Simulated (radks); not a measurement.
Problem. Valence configurations of Tc II (all share [Kr]). Calculated with a radial shooting solver on a logarithmic mesh with Libxc functionals: scalar-relativistic Kohn-Sham, LDA (Slater exchange, Perdew-Wang correlation), spin-polarised, spherical densities, point nucleus; open shells are filled with parallel spins first (spin-orbit coupling, left out, can overturn this in heavy ions). Order these by energy: 4d5 5s0.5 5p0.5; 4d5 5p1; 4d4.5 5s1 5p0.5; 4d5.5 5s0.5; 4d4 5p2; 4d5 5s1; 4d3 5p3; 4d4 5s1 5p1; 4d6; 4d4 5s2.

Solution. From the lowest, in eV above it: 4d5 5s1 0.000; 4d5.5 5s0.5 0.274; 4d6 0.601; 4d5 5s0.5 5p0.5 2.442; 4d4.5 5s1 5p0.5 4.196; 4d5 5p1 4.899; 4d4 5s2 5.545; 4d4 5s1 5p1 8.976; 4d4 5p2 14.344; 4d3 5p3 26.259. NIST lists [Kr] 4d5 5s1 as the ground configuration; this level of theory agrees among the configurations tried. The energies are those of spherical high-spin densities, not of single terms.
